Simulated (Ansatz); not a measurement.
Dissociation curve of CBe, lowest triplet found (which spin is the ground state isn't settled by this scan).

Levels of theory: UKS-PBE = unrestricted PBE/aug-cc-pVDZ in Ansatz (a first-principles code); FCI = full CI/aug-cc-pVDZ, frozen core run with Ansatz.

Energies relative to the lowest point of each curve between 1.42 and 2.03 Å, where full CI is lowest, in kJ/mol; the last columns give the error against full CI:

```json
[
 {"R / Å": "1.25", "UKS-PBE": "283.7", "FCI": "322.9", "UKS-PBE − FCI": "-39.2"},
 {"R / Å": "1.33", "UKS-PBE": "169.8", "FCI": "189.4", "UKS-PBE − FCI": "-19.6"},
 {"R / Å": "1.42", "UKS-PBE": "80.0", "FCI": "93.3", "UKS-PBE − FCI": "-13.3"},
 {"R / Å": "1.50", "UKS-PBE": "33.6", "FCI": "42.0", "UKS-PBE − FCI": "-8.4"},
 {"R / Å": "1.55", "UKS-PBE": "16.3", "FCI": "22.1", "UKS-PBE − FCI": "-5.8"},
 {"R / Å": "1.65", "UKS-PBE": "0.8", "FCI": "2.3", "UKS-PBE − FCI": "-1.5"},
 {"R / Å": "1.69", "UKS-PBE": "0.0", "FCI": "0.0", "UKS-PBE − FCI": "0.0"},
 {"R / Å": "1.75", "UKS-PBE": "2.9", "FCI": "0.9", "UKS-PBE − FCI": "2.0"},
 {"R / Å": "1.78", "UKS-PBE": "5.9", "FCI": "3.0", "UKS-PBE − FCI": "2.9"},
 {"R / Å": "1.86", "UKS-PBE": "17.4", "FCI": "12.4", "UKS-PBE − FCI": "5.1"},
 {"R / Å": "1.96", "UKS-PBE": "36.7", "FCI": "29.3", "UKS-PBE − FCI": "7.4"},
 {"R / Å": "2.03", "UKS-PBE": "52.0", "FCI": "43.1", "UKS-PBE − FCI": "8.9"},
 {"R / Å": "2.17", "UKS-PBE": "83.7", "FCI": "71.8", "UKS-PBE − FCI": "12.0"},
 {"R / Å": "2.33", "UKS-PBE": "118.4", "FCI": "102.3", "UKS-PBE − FCI": "16.1"},
 {"R / Å": "2.50", "UKS-PBE": "150.6", "FCI": "128.8", "UKS-PBE − FCI": "21.8"},
 {"R / Å": "2.76", "UKS-PBE": "188.6", "FCI": "155.3", "UKS-PBE − FCI": "33.4"},
 {"R / Å": "3.07", "UKS-PBE": "218.4", "FCI": "170.7", "UKS-PBE − FCI": "47.7"},
 {"R / Å": "3.37", "UKS-PBE": "236.0", "FCI": "177.1", "UKS-PBE − FCI": "58.9"},
 {"R / Å": "3.82", "UKS-PBE": "250.7", "FCI": "181.0", "UKS-PBE − FCI": "69.7"},
 {"R / Å": "4.34", "UKS-PBE": "258.6", "FCI": "182.6", "UKS-PBE − FCI": "76.0"},
 {"R / Å": "4.94", "UKS-PBE": "262.5", "FCI": "183.3", "UKS-PBE − FCI": "79.2"},
 {"R / Å": "5.81", "UKS-PBE": "264.3", "FCI": "183.7", "UKS-PBE − FCI": "80.6"}
]
```

UKS-PBE is furthest from FCI at 5.81 (80.6 kJ/mol, above); its mean absolute error over the points is 27.7 kJ/mol.

The unrestricted determinant behind UKS-PBE is spin-contaminated at 1.25 to 3.07 Å (<S²> up to 2.6, against 2.00 for a pure triplet). Also computed but left out beside FCI, since their determinant holds another spin at the minimum (<S²> over 0.7 above the pure value): UHF, UMP2, UCCSD, UCCSD(T), UCCSDT, UCCSDT(Q).
